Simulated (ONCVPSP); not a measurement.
**u(r) = r·R(r): atom against pseudo-atom (Pd (Z = 46))**

Columns: radius, all-electron u(r) and pseudo u(r) of the 4p shell (level -56.47 eV) of palladium in the configuration [Ar] 3d10 4s2 4p6 4d9.5; PBE, scalar-relativistic, ONCV scheme, ONCVPSP 4.0.1.

```csv
r (bohr),all-electron,pseudo
0.082,0.3750,0.0229
0.165,-0.1675,0.0907
0.248,-0.5717,0.1970
0.330,-0.5289,0.3302
0.413,-0.2117,0.4811
0.495,0.1805,0.6325
0.578,0.5409,0.7752
0.660,0.8126,0.8949
0.742,0.9923,0.9859
0.825,1.0892,1.0444
0.908,1.1182,1.0679
0.990,1.0982,1.0585
1.072,1.0459,1.0209
1.155,0.9729,0.9604
1.238,0.8896,0.8848
1.320,0.8039,0.8026
1.402,0.7192,0.7190
1.485,0.6375,0.6375
1.568,0.5614,0.5614
1.650,0.4927,0.4927
1.733,0.4299,0.4299
1.815,0.3744,0.3744
1.898,0.3246,0.3246
1.980,0.2813,0.2813
2.062,0.2432,0.2432
2.145,0.2095,0.2095
```

How many radial nodes do the two functions have?

The all-electron 4p function has n − l − 1 = 2; the pseudo-wave has 0, since the states of the same l below it are removed with the core.

At about which radius was the pseudo-wave matched?

1.65 bohr. The columns agree to 0.0005 from 1.40 bohr on; several derivatives are matched, so the curves merge somewhat inside the radius.

Where does each function peak?

Outermost all-electron maximum near 0.91 bohr, pseudo maximum near 0.91 bohr (to the table’s step).

Is the pseudo-wave norm-conserving?

Yes: the ONCV scheme keeps the norm inside the radius equal to the all-electron one, which fixes the energy derivative of the logarithmic derivative at the level.
